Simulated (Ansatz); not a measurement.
A run for Ansatz (a quantum-chemistry and plane-wave program): U-B97M-V/def2-TZVPP on FOTa (SMILES [O]=[Ta][F]), 2S+1 = 3, a spin state set in the input, which need not be the lowest. Elements past Kr take the def2 small-core potentials; no spin–orbit coupling.

Ansatz 0.2 input:
```yaml
crystal:
  periodic: [false, false, false]
  atoms:
    - {symbol: Ta, position_ang: [0.33816361, -0.09557116, 0.47826319]}
    - {symbol: O, position_ang: [1.13424038, -0.23367411, -1.03890322]}
    - {symbol: F, position_ang: [-1.50557271, 0.37661686, 0.49032040]}
basis:
  gaussian:
    orbitals: def2-TZVPP
hamiltonian:
  xc: {name: B97M-V}
magnetization: {spin_polarized: true, initial_magnetization: 2}
```

The head of its log:

```
WARN ansatz: RAYON_NUM_THREADS=1 ignored (pool sized by the plan → 1); use --threads N
Functional definition: B97M-V
integrals: 0.04 GiB planned
644 factors; their error is unknown
mean field: 0.55 GiB planned
mean field evaluation 1: about -6304.8564 eV, gradient 5.9e1 eV
mean field evaluation 2: about -6073.2954 eV, gradient 1.9e2 eV
```

### Question
What total energy does the run end on?

### Answer
-232.1560 hartree.
